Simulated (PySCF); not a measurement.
## Potential energy of Cs₂⁺ along the bond

Set-up: PySCF, scalar-relativistic core potentials, basis sets Cs def2-TZVP with ECP46. Energies in eV from Cs⁺ + Cs in their ground configurations at the same level. State: doublet, unpaired electrons σ ↑.

All columns are PBE.

```json
{"R (Å)": "4.671", "E (eV)": "-0.672", "HOMO (eV)": "-5.84", "LUMO (eV)": "-5.25", "Mayer bond order": "0.50", "⟨S²⟩": "0.75"}
{"R (Å)": "4.888", "E (eV)": "-0.715", "HOMO (eV)": "-5.77", "LUMO (eV)": "-5.18", "Mayer bond order": "0.49", "⟨S²⟩": "0.75"}
{"R (Å)": "5.105", "E (eV)": "-0.740", "HOMO (eV)": "-5.70", "LUMO (eV)": "-5.11", "Mayer bond order": "0.49", "⟨S²⟩": "0.75"}
{"R (Å)": "5.268", "E (eV)": "-0.749", "HOMO (eV)": "-5.65", "LUMO (eV)": "-5.06", "Mayer bond order": "0.49", "⟨S²⟩": "0.75"}
{"R (Å)": "5.431", "E (eV)": "-0.751", "HOMO (eV)": "-5.60", "LUMO (eV)": "-5.00", "Mayer bond order": "0.49", "⟨S²⟩": "0.75"}
{"R (Å)": "5.594", "E (eV)": "-0.749", "HOMO (eV)": "-5.55", "LUMO (eV)": "-4.94", "Mayer bond order": "0.49", "⟨S²⟩": "0.75"}
{"R (Å)": "5.811", "E (eV)": "-0.740", "HOMO (eV)": "-5.48", "LUMO (eV)": "-4.87", "Mayer bond order": "0.49", "⟨S²⟩": "0.75"}
{"R (Å)": "6.083", "E (eV)": "-0.721", "HOMO (eV)": "-5.39", "LUMO (eV)": "-4.79", "Mayer bond order": "0.49", "⟨S²⟩": "0.75"}
{"R (Å)": "6.409", "E (eV)": "-0.695", "HOMO (eV)": "-5.30", "LUMO (eV)": "-4.70", "Mayer bond order": "0.49", "⟨S²⟩": "0.75"}
{"R (Å)": "6.843", "E (eV)": "-0.656", "HOMO (eV)": "-5.19", "LUMO (eV)": "-4.63", "Mayer bond order": "0.50", "⟨S²⟩": "0.75"}
```

Spin–orbit coupling is left out. The state is the lowest determinant that a PBE0 search found; another state may lie lower at other levels.
